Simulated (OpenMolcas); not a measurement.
## Kr IV: Slater's ratio, worked from levels

* Program: OpenMolcas
* Basis: ANO-R2 [6s5p4d3f1g]
* Scalar Hamiltonian: X2C, finite nucleus
* Active space: 3 electrons in 3 orbitals (4p)
* State averaging: 2S+1 = 4 odd, 1 root; 2S+1 = 2 odd, 8 roots
* Spin-orbit coupling: RASSI with atomic mean-field integrals over the reference wave functions, term energies averaged over their components

Methods: CASSCF; SS-CASPT2, IPEA 0.25 Eh, imaginary shift 0.1 Eh (closed shells correlated: 3d 4s). Measured levels: Saloman, J. Phys. Chem. Ref. Data 36, 215 (2007).

**Slater's ratio.** With one set of orbitals, p3 has ²D° - ⁴S° = 9 F2 and ²P° - ²D° = 6 F2 (F2 = F²/25), a ratio of 2/3. Term energies are centres of gravity, weighted by 2J + 1.

```json
{"Source": "CASSCF", "²D° - ⁴S°": "22718", "²P° - ⁴S°": "39391", "F2 from the first": "2524", "Ratio": "0.734"}
{"Source": "SS-CASPT2", "²D° - ⁴S°": "18786", "²P° - ⁴S°": "33903", "F2 from the first": "2087", "Ratio": "0.805"}
{"Source": "measured", "²D° - ⁴S°": "18035", "²P° - ⁴S°": "32623", "F2 from the first": "2004", "Ratio": "0.809"}
```

Energies in cm-1. A ratio away from 2/3 shows effects beyond one configuration with one set of orbitals, and in heavier atoms second-order spin-orbit shifts.

CASPT2 does not keep the components of a term degenerate, so their means are used; among the terms shown or strongly mixed into the levels shown the widest spread is 210 cm-1 (4s² 4p³ ²D°, SS-CASPT2). With the s shell closed, the reference lacks s² → p² mixing. Measured partners are found by configuration, term and J. A level has none where our copy of the source lacks it or the pairing is in doubt (some pairs that miss far off the trend of their configuration count as doubtful), and it then counts in no deviation. Levels of configurations outside the active space are missing.

° marks odd parity.
